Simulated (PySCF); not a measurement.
Magnetic susceptibility: SMILES C1N(B)[C@@]1(C)C=C, C5H10BN

Geometry (Å), atoms numbered from 1 in this order:
```xyz
17

B    -1.7239    1.4237    0.3027
N    -0.8749    0.3727    0.4692
C    -0.3204   -0.6066    1.3346
C     0.1007   -0.4958   -0.1022
C    -0.3863   -1.5451   -1.0815
C     1.4455    0.0596   -0.4089
C     1.8643    1.2547   -0.0305
H    -2.3657    1.7813    1.2170
H    -1.7845    1.9326   -0.7519
H    -0.9596   -1.4302    1.6350
H     0.3586   -0.2630    2.1078
H     0.2719   -2.4121   -1.0659
H    -1.3941   -1.8622   -0.8252
H    -0.4013   -1.1338   -2.0887
H     2.0861   -0.5993   -0.9795
H     2.8505    1.6139   -0.2682
H     1.2262    1.9215    0.5261
```

Method: PySCF 2.14.0, GIAO PBE0/pcSseg-1 magnetisability, rotational g tensor and spin-rotation constants, non-relativistic, gas phase. Geometry: GFN2-xTB.

Question: What are the magnetisability and the molar susceptibility?

Answer: Isotropic -1107 × 10⁻³⁰ J/T², or -66.7 × 10⁻⁶ cm³/mol; principal values -1284, -1110, -929 × 10⁻³⁰ J/T², anisotropy 308 × 10⁻³⁰ J/T² (root of half the summed squared differences of the principal values). The susceptibility is in cgs units.

Question: Split it along the inertial axes a, b, c into diamagnetic and paramagnetic parts about the centre of mass, with the quadrupole moment.

Answer: 
```csv
axis,χ (10⁻⁶ cm³/mol),diamagnetic (10⁻⁶ cm³/mol),paramagnetic (10⁻⁶ cm³/mol),summed x² of all electrons (Å²),quadrupole Θ (D Å)
a,-65.2,-497.3,432.1,94.1,-0.63
b,-66.1,-557.9,491.8,79.8,+1.65
c,-68.8,-737.5,668.7,37.4,-1.01
```
Anisotropies 2χaa − χbb − χcc = +4.5 and 2χbb − χaa − χcc = +1.7 × 10⁻⁶ cm³/mol. Θ is traceless in Buckingham's convention.

Question: And the rotational g tensor?

Answer: 
```
axis  rotational constant (GHz)        g  nuclear part  electronic part
   a                     3.2066  -0.0205        0.6304          -0.6509
   b                     2.6803  -0.0177        0.6016          -0.6193
   c                     1.9442  -0.0090        0.6018          -0.6108
```
Asymmetric top; isotopes 11B, 12C, 1H, 14N; no vibrational averaging.
